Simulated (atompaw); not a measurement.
**Reading a pseudo-wave (iridium (Ir))**

Columns: radius, all-electron u(r) and pseudo u(r) of the 6s shell (level -7.07 eV) of iridium in the configuration [Xe] 4f14 5d7 6s1.5 6p0.5; PBEsol, scalar-relativistic, PAW (atompaw) scheme, atompaw 4.2.0.5.

```tsv
r (bohr)	all-electron	pseudo
0.115	-0.1133	0.0680
0.231	0.0527	0.1359
0.346	0.2018	0.2016
0.462	0.0445	0.2658
0.577	-0.1678	0.3266
0.692	-0.2960	0.3839
0.808	-0.3179	0.4378
0.923	-0.2578	0.4868
1.038	-0.1490	0.5312
1.154	-0.0178	0.5708
1.269	0.1150	0.6050
1.385	0.2399	0.6343
1.500	0.3488	0.6581
1.615	0.4404	0.6768
1.731	0.5152	0.6908
1.846	0.5727	0.6999
1.962	0.6157	0.7047
2.077	0.6451	0.7054
2.192	0.6634	0.7023
2.308	0.6722	0.6957
2.423	0.6730	0.6862
2.538	0.6673	0.6738
2.654	0.6563	0.6589
2.769	0.6411	0.6419
2.885	0.6226	0.6227
3.000	0.6018	0.6018
```

(1) How many radial nodes do the two functions have?

(2) Where does each function peak?

(3) Is the pseudo-wave norm-conserving?

Answers

(1) The all-electron 6s function has n − l − 1 = 5 (the table is too coarse to show those close to the nucleus); the pseudo-wave has 0, since the states of the same l below it are removed with the core.

(2) Outermost all-electron maximum near 2.42 bohr, pseudo maximum near 2.08 bohr (to the table’s step).

(3) No, it belongs to a PAW set: the norm inside the radius is not constrained, and the difference is carried by the augmentation charge.
